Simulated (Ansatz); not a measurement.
# Molecular dynamics of CH9NSSi2

Input file:

```yaml
crystal:
  periodic: [false, false, false]
  atoms:
    - { symbol: Si, position_ang: [0.4646, 0.6731, 0.0696] }
    - { symbol: S, position_ang: [1.777, -0.6088, 1.8016] }
    - { symbol: "N", position_ang: [-0.7748, -0.1863, 0.7998] }
    - { symbol: C, position_ang: [-2.16, -0.4553, 0.5315] }
    - { symbol: H, position_ang: [0.0086, -0.8764, 1.6341] }
    - { symbol: H, position_ang: [0.6746, 2.0479, 0.5636] }
    - { symbol: Si, position_ang: [1.3733, 0.2394, -2.0151] }
    - { symbol: H, position_ang: [1.5643, 0.2841, 2.7559] }
    - { symbol: H, position_ang: [-2.6869, -0.6159, 1.4746] }
    - { symbol: H, position_ang: [-2.6263, 0.3883, 0.0199] }
    - { symbol: H, position_ang: [-2.2934, -1.3485, -0.0887] }
    - { symbol: H, position_ang: [2.7691, 0.6684, -2.1443] }
    - { symbol: H, position_ang: [0.5913, 0.9694, -3.0244] }
    - { symbol: H, position_ang: [1.3186, -1.1794, -2.3782] }
magnetization:
  spin_polarized: true
basis:
  gaussian: { orbitals: STO-3G }
hamiltonian:
  xc: blyp
md:
  timestep: 0.5
  n_steps: 150
  ensemble: nve
  temperature: 100.0
  initial_velocities: maxwell_boltzmann
  seed: 896700
```

Run as:

```bash
$ ansatz run input.yaml --threads 1 --pin off --max-ram 2048MiB --backend cpu --events-out ev --progress --plain --runs-dir out
```

It starts from a rough guess of a transition structure, not a stationary point.

Output, in part (warnings, one step line in 2):

```
md step     0: t =     0.00 fs  T =   100.0 K  F+E_penalty+E_count = -28922.17550711 eV  E_kin = 0.155112 eV  conserved = -28922.02039511 eV  (26 SCF iters)
md step     2: t =     1.00 fs  T =   101.8 K  F+E_penalty+E_count = -28922.17822012 eV  E_kin = 0.157889 eV  conserved = -28922.02033131 eV  (23 SCF iters)
md step     4: t =     2.00 fs  T =   211.2 K  F+E_penalty+E_count = -28922.34904309 eV  E_kin = 0.327589 eV  conserved = -28922.02145361 eV  (29 SCF iters)
md step     6: t =     3.00 fs  T =   384.7 K  F+E_penalty+E_count = -28922.62007695 eV  E_kin = 0.596687 eV  conserved = -28922.02339023 eV  (28 SCF iters)
md step     8: t =     4.00 fs  T =   542.1 K  F+E_penalty+E_count = -28922.86871144 eV  E_kin = 0.840935 eV  conserved = -28922.02777624 eV  (27 SCF iters)
md step    10: t =     5.00 fs  T =   535.9 K  F+E_penalty+E_count = -28922.86373942 eV  E_kin = 0.831211 eV  conserved = -28922.03252804 eV  (27 SCF iters)
md step    12: t =     6.00 fs  T =   331.4 K  F+E_penalty+E_count = -28922.53187064 eV  E_kin = 0.513983 eV  conserved = -28922.01788784 eV  (26 SCF iters)
md step    14: t =     7.00 fs  T =   422.8 K  F+E_penalty+E_count = -28922.67494461 eV  E_kin = 0.655783 eV  conserved = -28922.01916156 eV  (27 SCF iters)
md step    16: t =     8.00 fs  T =   762.0 K  F+E_penalty+E_count = -28923.21733115 eV  E_kin = 1.181997 eV  conserved = -28922.03533378 eV  (27 SCF iters)
md step    18: t =     9.00 fs  T =   808.0 K  F+E_penalty+E_count = -28923.28263719 eV  E_kin = 1.253298 eV  conserved = -28922.02933935 eV  (27 SCF iters)
md step    20: t =    10.00 fs  T =   650.2 K  F+E_penalty+E_count = -28923.03117626 eV  E_kin = 1.008482 eV  conserved = -28922.02269411 eV  (29 SCF iters)
md step    22: t =    11.00 fs  T =   527.8 K  F+E_penalty+E_count = -28922.83846218 eV  E_kin = 0.818625 eV  conserved = -28922.01983680 eV  (29 SCF iters)
md step    24: t =    12.00 fs  T =   561.0 K  F+E_penalty+E_count = -28922.88978942 eV  E_kin = 0.870199 eV  conserved = -28922.01959026 eV  (29 SCF iters)
md step    26: t =    13.00 fs  T =   760.0 K  F+E_penalty+E_count = -28923.20091073 eV  E_kin = 1.178823 eV  conserved = -28922.02208740 eV  (26 SCF iters)
md step    28: t =    14.00 fs  T =  1018.1 K  F+E_penalty+E_count = -28923.60819130 eV  E_kin = 1.579136 eV  conserved = -28922.02905491 eV  (26 SCF iters)
md step    30: t =    15.00 fs  T =  1080.4 K  F+E_penalty+E_count = -28923.71299896 eV  E_kin = 1.675816 eV  conserved = -28922.03718276 eV  (26 SCF iters)
md step    32: t =    16.00 fs  T =   800.9 K  F+E_penalty+E_count = -28923.26267425 eV  E_kin = 1.242285 eV  conserved = -28922.02038922 eV  (26 SCF iters)
md step    34: t =    17.00 fs  T =   776.2 K  F+E_penalty+E_count = -28923.22109306 eV  E_kin = 1.203917 eV  conserved = -28922.01717604 eV  (26 SCF iters)
md step    36: t =    18.00 fs  T =  1088.4 K  F+E_penalty+E_count = -28923.72484011 eV  E_kin = 1.688205 eV  conserved = -28922.03663528 eV  (27 SCF iters)
md step    38: t =    19.00 fs  T =  1100.5 K  F+E_penalty+E_count = -28923.73689857 eV  E_kin = 1.706987 eV  conserved = -28922.02991196 eV  (27 SCF iters)
md step    40: t =    20.00 fs  T =   889.6 K  F+E_penalty+E_count = -28923.40269398 eV  E_kin = 1.379828 eV  conserved = -28922.02286596 eV  (28 SCF iters)
md step    42: t =    21.00 fs  T =   704.1 K  F+E_penalty+E_count = -28923.11243088 eV  E_kin = 1.092131 eV  conserved = -28922.02029967 eV  (30 SCF iters)
md step    44: t =    22.00 fs  T =   654.6 K  F+E_penalty+E_count = -28923.03556823 eV  E_kin = 1.015403 eV  conserved = -28922.02016483 eV  (29 SCF iters)
md step    46: t =    23.00 fs  T =   750.3 K  F+E_penalty+E_count = -28923.18559449 eV  E_kin = 1.163789 eV  conserved = -28922.02180591 eV  (28 SCF iters)
md step    48: t =    24.00 fs  T =   920.3 K  F+E_penalty+E_count = -28923.45424556 eV  E_kin = 1.427537 eV  conserved = -28922.02670880 eV  (27 SCF iters)
md step    50: t =    25.00 fs  T =   977.2 K  F+E_penalty+E_count = -28923.55042616 eV  E_kin = 1.515793 eV  conserved = -28922.03463272 eV  (26 SCF iters)
md step    52: t =    26.00 fs  T =   736.2 K  F+E_penalty+E_count = -28923.16719547 eV  E_kin = 1.141920 eV  conserved = -28922.02527509 eV  (26 SCF iters)
md step    54: t =    27.00 fs  T =   612.2 K  F+E_penalty+E_count = -28922.96276474 eV  E_kin = 0.949536 eV  conserved = -28922.01322841 eV  (26 SCF iters)
md step    56: t =    28.00 fs  T =   909.2 K  F+E_penalty+E_count = -28923.44443831 eV  E_kin = 1.410291 eV  conserved = -28922.03414698 eV  (27 SCF iters)
md step    58: t =    29.00 fs  T =  1016.1 K  F+E_penalty+E_count = -28923.60790508 eV  E_kin = 1.576130 eV  conserved = -28922.03177462 eV  (26 SCF iters)
md step    60: t =    30.00 fs  T =   855.8 K  F+E_penalty+E_count = -28923.35143699 eV  E_kin = 1.327446 eV  conserved = -28922.02399111 eV  (27 SCF iters)
md step    62: t =    31.00 fs  T =   679.3 K  F+E_penalty+E_count = -28923.07403905 eV  E_kin = 1.053658 eV  conserved = -28922.02038141 eV  (28 SCF iters)
md step    64: t =    32.00 fs  T =   634.7 K  F+E_penalty+E_count = -28923.00406890 eV  E_kin = 0.984461 eV  conserved = -28922.01960818 eV  (28 SCF iters)
md step    66: t =    33.00 fs  T =   755.9 K  F+E_penalty+E_count = -28923.19356697 eV  E_kin = 1.172497 eV  conserved = -28922.02107005 eV  (28 SCF iters)
md step    68: t =    34.00 fs  T =   982.6 K  F+E_penalty+E_count = -28923.54926099 eV  E_kin = 1.524082 eV  conserved = -28922.02517851 eV  (27 SCF iters)
md step    70: t =    35.00 fs  T =  1150.6 K  F+E_penalty+E_count = -28923.81742802 eV  E_kin = 1.784664 eV  conserved = -28922.03276431 eV  (27 SCF iters)
md step    72: t =    36.00 fs  T =  1026.6 K  F+E_penalty+E_count = -28923.62549095 eV  E_kin = 1.592336 eV  conserved = -28922.03315458 eV  (27 SCF iters)
md step    74: t =    37.00 fs  T =   763.3 K  F+E_penalty+E_count = -28923.19575265 eV  E_kin = 1.183910 eV  conserved = -28922.01184314 eV  (27 SCF iters)
md step    76: t =    38.00 fs  T =   970.7 K  F+E_penalty+E_count = -28923.53293145 eV  E_kin = 1.505716 eV  conserved = -28922.02721511 eV  (27 SCF iters)
md step    78: t =    39.00 fs  T =  1243.9 K  F+E_penalty+E_count = -28923.96506589 eV  E_kin = 1.929430 eV  conserved = -28922.03563550 eV  (27 SCF iters)
md step    80: t =    40.00 fs  T =  1172.7 K  F+E_penalty+E_count = -28923.84638508 eV  E_kin = 1.819067 eV  conserved = -28922.02731839 eV  (27 SCF iters)
md step    82: t =    41.00 fs  T =   961.3 K  F+E_penalty+E_count = -28923.51302432 eV  E_kin = 1.491164 eV  conserved = -28922.02186050 eV  (28 SCF iters)
md step    84: t =    42.00 fs  T =   819.1 K  F+E_penalty+E_count = -28923.29026416 eV  E_kin = 1.270599 eV  conserved = -28922.01966469 eV  (28 SCF iters)
md step    86: t =    43.00 fs  T =   838.9 K  F+E_penalty+E_count = -28923.32093480 eV  E_kin = 1.301309 eV  conserved = -28922.01962618 eV  (23 SCF iters)
md step    88: t =    44.00 fs  T =  1019.8 K  F+E_penalty+E_count = -28923.60414127 eV  E_kin = 1.581852 eV  conserved = -28922.02228924 eV  (29 SCF iters)
md step    90: t =    45.00 fs  T =  1250.7 K  F+E_penalty+E_count = -28923.96871295 eV  E_kin = 1.939910 eV  conserved = -28922.02880301 eV  (26 SCF iters)
md step    92: t =    46.00 fs  T =  1292.9 K  F+E_penalty+E_count = -28924.04180532 eV  E_kin = 2.005476 eV  conserved = -28922.03632889 eV  (26 SCF iters)
md step    94: t =    47.00 fs  T =  1001.8 K  F+E_penalty+E_count = -28923.57621984 eV  E_kin = 1.553926 eV  conserved = -28922.02229374 eV  (26 SCF iters)
md step    96: t =    48.00 fs  T =   922.6 K  F+E_penalty+E_count = -28923.44523038 eV  E_kin = 1.430996 eV  conserved = -28922.01423435 eV  (26 SCF iters)
md step    98: t =    49.00 fs  T =  1261.8 K  F+E_penalty+E_count = -28923.99257735 eV  E_kin = 1.957221 eV  conserved = -28922.03535643 eV  (26 SCF iters)
md step   100: t =    50.00 fs  T =  1363.6 K  F+E_penalty+E_count = -28924.14671436 eV  E_kin = 2.115105 eV  conserved = -28922.03160961 eV  (26 SCF iters)
md step   102: t =    51.00 fs  T =  1193.9 K  F+E_penalty+E_count = -28923.87641589 eV  E_kin = 1.851911 eV  conserved = -28922.02450510 eV  (27 SCF iters)
md step   104: t =    52.00 fs  T =   988.9 K  F+E_penalty+E_count = -28923.55498603 eV  E_kin = 1.533971 eV  conserved = -28922.02101458 eV  (29 SCF iters)
md step   106: t =    53.00 fs  T =   893.6 K  F+E_penalty+E_count = -28923.40557817 eV  E_kin = 1.386067 eV  conserved = -28922.01951162 eV  (27 SCF iters)
md step   108: t =    54.00 fs  T =   967.7 K  F+E_penalty+E_count = -28923.52139969 eV  E_kin = 1.501019 eV  conserved = -28922.02038083 eV  (28 SCF iters)
md step   110: t =    55.00 fs  T =  1169.9 K  F+E_penalty+E_count = -28923.84001948 eV  E_kin = 1.814671 eV  conserved = -28922.02534882 eV  (26 SCF iters)
md step   112: t =    56.00 fs  T =  1304.8 K  F+E_penalty+E_count = -28924.05863970 eV  E_kin = 2.023935 eV  conserved = -28922.03470456 eV  (26 SCF iters)
md step   114: t =    57.00 fs  T =  1100.4 K  F+E_penalty+E_count = -28923.73862385 eV  E_kin = 1.706906 eV  conserved = -28922.03171768 eV  (26 SCF iters)
md step   116: t =    58.00 fs  T =   817.3 K  F+E_penalty+E_count = -28923.27870823 eV  E_kin = 1.267727 eV  conserved = -28922.01098096 eV  (26 SCF iters)
md step   118: t =    59.00 fs  T =  1013.2 K  F+E_penalty+E_count = -28923.60246196 eV  E_kin = 1.571550 eV  conserved = -28922.03091160 eV  (26 SCF iters)
md step   120: t =    60.00 fs  T =  1160.5 K  F+E_penalty+E_count = -28923.83347028 eV  E_kin = 1.800134 eV  conserved = -28922.03333624 eV  (26 SCF iters)
md step   122: t =    61.00 fs  T =  1013.4 K  F+E_penalty+E_count = -28923.59740817 eV  E_kin = 1.571890 eV  conserved = -28922.02551799 eV  (26 SCF iters)
md step   124: t =    62.00 fs  T =   791.7 K  F+E_penalty+E_count = -28923.24981717 eV  E_kin = 1.227964 eV  conserved = -28922.02185324 eV  (29 SCF iters)
md step   126: t =    63.00 fs  T =   646.0 K  F+E_penalty+E_count = -28923.02230941 eV  E_kin = 1.002092 eV  conserved = -28922.02021722 eV  (29 SCF iters)
md step   128: t =    64.00 fs  T =   645.4 K  F+E_penalty+E_count = -28923.02110704 eV  E_kin = 1.001124 eV  conserved = -28922.01998287 eV  (27 SCF iters)
md step   130: t =    65.00 fs  T =   791.5 K  F+E_penalty+E_count = -28923.25094323 eV  E_kin = 1.227722 eV  conserved = -28922.02322081 eV  (27 SCF iters)
md step   132: t =    66.00 fs  T =   950.9 K  F+E_penalty+E_count = -28923.50666057 eV  E_kin = 1.474995 eV  conserved = -28922.03166511 eV  (26 SCF iters)
md step   134: t =    67.00 fs  T =   854.9 K  F+E_penalty+E_count = -28923.36010033 eV  E_kin = 1.326039 eV  conserved = -28922.03406118 eV  (26 SCF iters)
md step   136: t =    68.00 fs  T =   587.8 K  F+E_penalty+E_count = -28922.92416664 eV  E_kin = 0.911798 eV  conserved = -28922.01236900 eV  (26 SCF iters)
md step   137: t =    68.50 fs  T =   616.3 K  F+E_penalty+E_count = -28922.96983310 eV  E_kin = 0.955951 eV  conserved = -28922.01388240 eV  (26 SCF iters)
Error: SIGTERM received: run cancelled behind 1092 evaluations of the mean field
```

The calculation hadn't finished when its time ran out. The conserved energy stayed within 1.2 meV per atom of its start (net change 0.47 meV per atom), so the integration is sound. The system heated up, since it started high on the potential surface and ran downhill. The run was cut off by its time limit. A run of 0.069 ps of so small a system gives no equilibrium averages. The orbitals stay closed-shell, which can raise the energy where a bond breaks towards radicals; this wasn't checked here. Limits of this set-up: minimal basis.

The step under study would form S2–H5 and break Si1–S2, N3–H5. These pairs go: S2–H5 1.80 → 3.52 Å, Si1–S2 2.52 → 2.37 Å, N3–H5 1.34 → 0.92 Å. In the last frame they stand as before the step (other bonds may differ from the relaxed reactants and products). These pairs come and go: their bonding changes 11 times, last at 64 of 68 fs, so the outcome isn't settled. It ends as one piece, CH9NSSi2. Pairs count as bonded within 1.25 times the sum of covalent radii (0.12 Å more for H–H).

Last frame:

```xyz
14
Properties=species:S:1:pos:R:3
Si 0.406 0.302 0.277
S 2.239 -0.333 1.643
N -1.149 -0.348 0.984
C -2.345 -0.112 0.000
H -1.148 -1.221 1.268
H -0.299 1.605 0.145
Si 1.250 0.218 -1.829
H 1.691 0.015 2.873
H -3.264 -0.518 0.563
H -2.465 0.970 -0.261
H -2.241 -0.678 -0.998
H 2.692 0.147 -1.604
H 0.952 1.339 -2.688
H 1.158 -1.004 -2.621
```

Time of the run: 24 min on 1 thread of AMD EPYC (Zen 3), on a shared host, peak memory 0.13 GiB.
